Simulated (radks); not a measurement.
Yb+, 69 electrons, occupied as [Xe] 4f14 6s1.

Calculated with a radial shooting solver on a logarithmic mesh with Libxc functionals: Dirac Kohn-Sham, LDA (Slater exchange, Perdew-Wang correlation), spin-unpolarised, spherical densities, point nucleus.

Energy parts (eV):
| part | energy |
|---|---|
| total | -382784.10 |
| kinetic | 425235.63 |
| electron-nucleus | -950425.31 |
| Hartree | 150181.33 |
| exchange-correlation | -7775.75 |

Orbitals (lengths in bohr, moments of r in powers of bohr; <r^-3> diverges for s and p1/2; r(90%) holds 90 % of the orbital's charge):
| orbital | occ. | eigenvalue (eV) | <r> | r(90%) | <r^-3> |
|---|---|---|---|---|---|
| 1s1/2 | 2 | -61121.81 | 0.01967 | 0.0357 | - |
| 2s1/2 | 2 | -10356.13 | 0.08279 | 0.129 | - |
| 2p1/2 | 2 | -9880.901 | 0.06874 | 0.114 | - |
| 2p3/2 | 4 | -8834.960 | 0.07624 | 0.124 | 13460 |
| 3s1/2 | 2 | -2338.855 | 0.2165 | 0.318 | - |
| 3p1/2 | 2 | -2128.844 | 0.2062 | 0.310 | - |
| 3p3/2 | 4 | -1906.908 | 0.2203 | 0.330 | 2971 |
| 3d3/2 | 4 | -1548.487 | 0.1936 | 0.302 | 509.2 |
| 3d5/2 | 6 | -1499.957 | 0.1979 | 0.307 | 441.2 |
| 4s1/2 | 2 | -464.9688 | 0.4881 | 0.702 | - |
| 4p1/2 | 2 | -380.0393 | 0.4957 | 0.723 | - |
| 4p3/2 | 4 | -329.5883 | 0.5284 | 0.770 | 674.8 |
| 4d3/2 | 4 | -189.7292 | 0.5537 | 0.834 | 99.45 |
| 4d5/2 | 6 | -180.5462 | 0.5653 | 0.851 | 84.45 |
| 4f5/2 | 6 | -10.7908 | 0.7740 | 1.36 | 12.71 |
| 4f7/2 | 8 | -9.4700 | 0.7971 | 1.41 | 12.03 |
| 5s1/2 | 2 | -61.8830 | 1.208 | 1.75 | - |
| 5p1/2 | 2 | -38.8757 | 1.367 | 2.02 | - |
| 5p3/2 | 4 | -32.7160 | 1.486 | 2.20 | 80.07 |
| 6s1/2 | 1 | -9.5538 | 3.500 | 5.11 | - |

The highest occupied level is 4f7/2 at -9.470 eV. The density falls to 0.001 e/bohr^3 at r = 4.32 bohr.
